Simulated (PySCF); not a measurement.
# Two-component Hartree-Fock for Re⁺ (rhenium, charge +1)

Start: [Xe] 4f14 5d5 6s1; 5d5/2 filled at m_j = -3/2, -1/2, +1/2, +3/2, +5/2; 6s1/2 filled at m_j = +1/2. Calculated with PySCF 2.14 in x2c-TZVPall-2c with one added diffuse shell each of s, p, d type (12s12p11d2f, 117 functions): generalised Hartree-Fock with the X2C-1e Hamiltonian and a Gaussian nucleus; spin-orbit coupling (SO) screened by Boettger's factors. This is a chosen level, not necessarily the ground level.

```json
{"spinor shell": "1s1/2", "electrons": "2", "ε, screened SO (eV)": "-72052.8", "weight of nominal j (screened SO)": "1.000", "rms radius, screened SO (bohr)": "0.0204"}
{"spinor shell": "2s1/2", "electrons": "2", "ε, screened SO (eV)": "-12639.5", "weight of nominal j (screened SO)": "1.000", "rms radius, screened SO (bohr)": "0.0824"}
{"spinor shell": "2p1/2", "electrons": "2", "ε, screened SO (eV)": "-12072.8", "weight of nominal j (screened SO)": "1.000", "rms radius, screened SO (bohr)": "0.0700"}
{"spinor shell": "3s1/2", "electrons": "2", "ε, screened SO (eV)": "-2994.8", "weight of nominal j (screened SO)": "1.000", "rms radius, screened SO (bohr)": "0.210"}
{"spinor shell": "3p1/2", "electrons": "2", "ε, screened SO (eV)": "-2742.4", "weight of nominal j (screened SO)": "1.000", "rms radius, screened SO (bohr)": "0.202"}
{"spinor shell": "3p3/2", "electrons": "4", "ε, screened SO (eV)": "-2423.3", "weight of nominal j (screened SO)": "1.000", "rms radius, screened SO (bohr)": "0.217"}
{"spinor shell": "3d3/2", "electrons": "4", "ε, screened SO (eV)": "-2004.2", "weight of nominal j (screened SO)": "1.000", "rms radius, screened SO (bohr)": "0.192"}
{"spinor shell": "3d5/2", "electrons": "6", "ε, screened SO (eV)": "-1935.4", "weight of nominal j (screened SO)": "1.000", "rms radius, screened SO (bohr)": "0.196"}
{"spinor shell": "4s1/2", "electrons": "2", "ε, screened SO (eV)": "-663.87", "weight of nominal j (screened SO)": "1.000", "rms radius, screened SO (bohr)": "0.468"}
{"spinor shell": "4p1/2", "electrons": "2", "ε, screened SO (eV)": "-557.33", "weight of nominal j (screened SO)": "1.000", "rms radius, screened SO (bohr)": "0.476"}
{"spinor shell": "4p3/2", "electrons": "4", "ε, screened SO (eV)": "-481.99", "weight of nominal j (screened SO)": "1.000", "rms radius, screened SO (bohr)": "0.509"}
{"spinor shell": "4d3/2", "electrons": "4", "ε, screened SO (eV)": "-306.70", "weight of nominal j (screened SO)": "0.999", "rms radius, screened SO (bohr)": "0.531"}
{"spinor shell": "4d5/2", "electrons": "6", "ε, screened SO (eV)": "-292.26", "weight of nominal j (screened SO)": "0.999", "rms radius, screened SO (bohr)": "0.543"}
{"spinor shell": "5s1/2", "electrons": "2", "ε, screened SO (eV)": "-108.12", "weight of nominal j (screened SO)": "1.000", "rms radius, screened SO (bohr)": "1.12"}
{"spinor shell": "5p1/2", "electrons": "2", "ε, screened SO (eV)": "-74.593", "weight of nominal j (screened SO)": "0.918", "rms radius, screened SO (bohr)": "1.25"}
{"spinor shell": "4f5/2", "electrons": "6", "ε, screened SO (eV)": "-68.965", "weight of nominal j (screened SO)": "0.981", "rms radius, screened SO (bohr)": "0.637"}
{"spinor shell": "4f7/2", "electrons": "8", "ε, screened SO (eV)": "-66.347", "weight of nominal j (screened SO)": "0.986", "rms radius, screened SO (bohr)": "0.638"}
{"spinor shell": "5p3/2", "electrons": "4", "ε, screened SO (eV)": "-60.813", "weight of nominal j (screened SO)": "0.958", "rms radius, screened SO (bohr)": "1.32"}
{"spinor shell": "5d5/2", "electrons": "5", "ε, screened SO (eV)": "-19.742", "weight of nominal j (screened SO)": "0.531", "rms radius, screened SO (bohr)": "1.96"}
{"spinor shell": "6s1/2", "electrons": "1", "ε, screened SO (eV)": "-16.043", "weight of nominal j (screened SO)": "1.000", "rms radius, screened SO (bohr)": "3.09"}
```

Problem. Where does 2p3/2 lie, and what is the 2p spin-orbit splitting (screened SO)?

Solution. At -10627.4 eV, 1445.4 eV above 2p1/2.

| quantity | screened SO |
| --- | --- |
| E (hartree) | -16700.49228 |
| M_J | 3 |
| ⟨J²⟩ | 12.008 |
| ⟨L²⟩ | 0.213 |
| ⟨S²⟩ | 11.929 |

Each row is a mean over spinors that exchange with the open shell spreads, by up to 8.408 eV (5p3/2).

Rows whose weight is well below 1 are mixtures of j = l ± 1/2: exchange outweighs spin-orbit coupling there, and the label is only the starting occupation.

Breit and QED terms are absent; they matter most for the inner s and p1/2 levels.

Densities and radii are taken from the X2C orbitals without a picture-change correction, which distorts them close to the nucleus.
